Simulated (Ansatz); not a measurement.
**GeH6NOP: structure from calculated spectroscopic constants**

These gas-phase data were calculated for one isomer of GeH6NOP at PBE0-D3(BJ)/pcseg-1 (harmonic, unscaled wavenumbers; equilibrium rotational constants with average atomic masses):

```
rotational constants            : 13.21, 1.617, 1.499 GHz
all wavenumbers above 1500 cm⁻¹ : 3654, 3553, 2338, 2327, 2185, 2177, 1571
dipole moment                   : 1.38 D (PBE0/def2-TZVPD)
```

Candidates:

(1) `NP[O][GeH3]`, a singlet
(2) `[NH2][GeH2][O]P`, a singlet

**Question.** Which candidate do the data belong to?

**Answer.** Candidate (2). 2 modes lie between 1900 and 2250 cm⁻¹, one for each Ge–H bond, while (1) has 3.

The same quantities for all candidates:

```tsv
	rotational constants (GHz)	wavenumbers above 1500 cm⁻¹	dipole (D)	E above the lowest, PBE0-D3(BJ)/pcseg-1 (kcal/mol)
(1)	12.09, 1.397, 1.353	3669, 3550, 2426, 2200, 2172, 2159, 1586	1.64	0.0
(2)	13.21, 1.617, 1.499	3654, 3553, 2338, 2327, 2185, 2177, 1571	1.38	1.2
```

Each candidate is one conformer. Programs: Ansatz 0.2.0.
